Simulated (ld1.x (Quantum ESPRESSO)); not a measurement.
**B: one change to a PAW potential, before and after**

ld1.x (Quantum ESPRESSO) 7.5 input, shortened:

```
&input
   title='B', zed=5., rel=1, dft='PW91', iswitch=3,
   config='[He] 2s2 2p1'
 /
 &inputp
   pseudotype=3, lpaw=.true., tm=.true., lloc=-2, rcloc=2.95,
   nlcc=.true., new_core_ps=.true., rcore=1.45,
   which_augfun='PSQ', rmatch_augfun_nc=.true.
 /
4
2S  1  0   2.00   0.00  1.30  1.55  0.0
2S  1  0   0.00   0.10  1.30  1.55  0.0
2P  2  1   1.00   0.00  2.70  3.55  0.0
2P  2  1   0.00   0.45  2.70  3.55  0.0
 &test
   configts(1)='2s2 2p1'
 /
```

Change: wave 2p channel at 0.45 Ry: rcut 2.70, rcutus 3.55 bohr becomes 2p channel at 1.25 Ry: rcut 2.70, rcutus 3.55 bohr.

Cutoffs: the cutoffs (Ry, on a coarse ladder) from which the occupation-weighted sum of valence levels, in a spherical-Bessel basis at the reference potential, stays within 10 and 1 mRy of its value at 400 Ry; they do not see the model core or the augmentation charge, which bear on the density cutoff. Errors are all-electron minus pseudo energies relative to the spin-unpolarised reference configuration.

Predict the effect on cutoff, ghosts and configuration errors.

Both files are so soft that the ladder of cutoffs tells neither apart; of the 7 tests that both files solve, the error grows in 1 and shrinks in 2 by more than 15 % and 0.3 meV (median size 0.7 → 0.6 meV); the range in which the p phases agree narrows (upper end 2.8 → 0.6); neither file shows a bound ghost.

| quantity | base | changed |
| --- | --- | --- |
| cutoff, loose | 6 Ry | 6 Ry |
| cutoff, tight | 8 Ry | 8 Ry |
| bound ghosts | none | none |
| error for 2s2 2p0, meV [ΔE 8.27 eV] | +0.7 | +0.7 |
| error for 2s1 2p0, meV [ΔE 33.74 eV] | +5.0 | +5.0 |
| error for 2s2 2p0.5, meV [ΔE 2.91 eV] | -0.1 | -0.2 |
| error for 2s1 2p2, meV [ΔE 5.85 eV] | -0.5 | -0.3 |
| error for 2s2 2p1.3, meV [ΔE -0.75 eV] | 0.0 | -0.6 |
| error for 2s1 2p1, meV [ΔE 14.41 eV] | -5.7 | +0.2 |
| error for 2s0 2p3, meV [ΔE 11.72 eV] | -4.4 | -3.4 |
| s: phases at 3.85 bohr within 0.05 rad from the reference energy up to (Ry; the scan ends near 5) | 2.8 | 2.8 |
| p: phases at 3.85 bohr within 0.05 rad from the reference energy up to (Ry; the scan ends near 5) | 2.8 | 0.6 |
| lowest overlap eigenvalue by channel | s 0.43, p 0.20 | s 0.43, p 0.84 |
